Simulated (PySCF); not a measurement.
**Spin-rotation constants: SMILES [AsH2]CC1COC1, C4H9AsO**

Geometry (Å), atoms numbered from 1 in this order:
```xyz
15

As    2.294   -0.483    0.835
C     0.863    0.646    0.033
C    -0.309   -0.204   -0.414
C    -1.102   -0.891    0.705
O    -2.287   -0.170    0.363
C    -1.631    0.528   -0.697
H     2.766   -1.016   -0.490
H     3.333    0.601    0.744
H     1.256    1.215   -0.814
H     0.528    1.360    0.791
H    -0.007   -0.881   -1.217
H    -1.239   -1.972    0.607
H    -0.761   -0.655    1.720
H    -1.614    1.608   -0.522
H    -2.095    0.322   -1.666
```

Computed, not measured: GIAO PBE/pcSseg-1 magnetisability, rotational g tensor and spin-rotation constants, non-relativistic, gas phase (PySCF 2.14.0). Geometry: GFN2-xTB.

The calculation is non-relativistic, which matters for the atoms heavier than Zn.

Problem. Give the nuclear spin-rotation constants along the inertial axes (H = +C I·J) beside the isotropic shieldings.

Solution. Rotational constants 7.4371, 0.9750, 0.9077 GHz. A star marks the isotopologue with that one atom substituted, in its own axes.
| atom | isotope | Caa (kHz) | Cbb (kHz) | Ccc (kHz) | mean (kHz) | σ (ppm) |
| --- | --- | --- | --- | --- | --- | --- |
| As1 | 75As | 8.278 | 1.313 | 1.135 | 3.575 | 1694.2 |
| H7 | 1H | -0.752 | -0.085 | 0.004 | -0.278 | 29.0 |
| H8 | 1H | -0.418 | -0.033 | -0.077 | -0.176 | 28.5 |
| H9 | 1H | -0.764 | 0.028 | -0.091 | -0.276 | 28.9 |
| H10 | 1H | -0.750 | -0.114 | 0.020 | -0.281 | 30.1 |
| H11 | 1H | -0.792 | -0.105 | 0.042 | -0.285 | 28.7 |
| H12 | 1H | -0.822 | -0.005 | -0.009 | -0.279 | 26.5 |
| H13 | 1H | -0.558 | -0.065 | 0.009 | -0.205 | 26.9 |
| H14 | 1H | -0.716 | -0.046 | 0.006 | -0.252 | 27.1 |
| H15 | 1H | -0.237 | -0.085 | -0.006 | -0.109 | 26.4 |
| C2 | 13C* | 1.235 | 0.170 | 0.135 | 0.513 | 154.8 |
| C3 | 13C* | 1.350 | 0.163 | 0.174 | 0.562 | 143.5 |
| C4 | 13C* | 1.358 | 0.287 | 0.235 | 0.627 | 99.5 |
| O5 | 17O* | -0.380 | -0.039 | -0.079 | -0.166 | 324.0 |

For the geometry as given, no vibrational averaging.

Problem. How do the rotational constants and the g tensor change when H7, H8, H9, H10, H11, H12, H13, H14, H15 are replaced by deuterium?

Solution. Constants 5.4784, 0.9015, 0.8358 GHz; g -0.0195, -0.0086, -0.0120, against -0.0261, -0.0093, -0.0131 before.
